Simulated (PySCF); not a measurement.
Species: C₄H₄P₃ (charge -1).
Atom-mapped SMILES: `[CH2:1]=[CH:2][c:3]1[p:4][p:5][cH:6][p-:7]1`

Structure used (GFN2-xTB), in Å, numbered top down from 1:
```
atom  x, y, z in Å
C1    -2.2719    0.3024    0.1654
C2    -1.3336   -0.3868   -0.4834
C3     0.0892   -0.2751   -0.2796
P4     1.1206   -1.2965   -1.2634
P5     2.9832   -0.7027   -0.5370
C6     2.4277    0.4582    0.6200
P7     0.7706    0.8344    0.9021
H8    -2.0032    1.0231    0.9219
H9    -3.3245    0.1708   -0.0355
H10   -1.6299   -1.1068   -1.2408
H11    3.1772    0.9818    1.2045
```

NICS = −σ at a ghost point: NICS(0) at the centroid of the ring atoms, NICS(1) 1 Å to either side along the normal of their mean plane, zz for the tensor component along that normal. Level: GIAO PBE0/pcSseg-1 (PySCF, non-relativistic, gas phase) on the GFN2-xTB geometry, one conformer.

Ring bond lengths (Å), with Mayer bond orders in brackets: C3–P4 1.754 (1.28), P4–P5 2.085 (1.33), P5–C6 1.731 (1.30), C6–P7 1.723 (1.34), P7–C3 1.758 (1.20).

Task: What do the NICS probes read (ppm)?

Result: 
```
          ring                                                 type  NICS(0)  NICS(1), two faces  NICS(1)zz, two faces  rms pucker (Å)  centre to ring atoms, mean (Å)
C3–P4–P5–C6–P7  5-membered ring with 3 P; formal bonds all aromatic    -10.8       -11.6 / -11.6         -27.2 / -27.2            0.00                            1.53
```

Task: What do they say, and how far can they be read as aromaticity?

Result: 
- C3–P4–P5–C6–P7: mean NICS(1)zz -27.2 ppm, shielded.
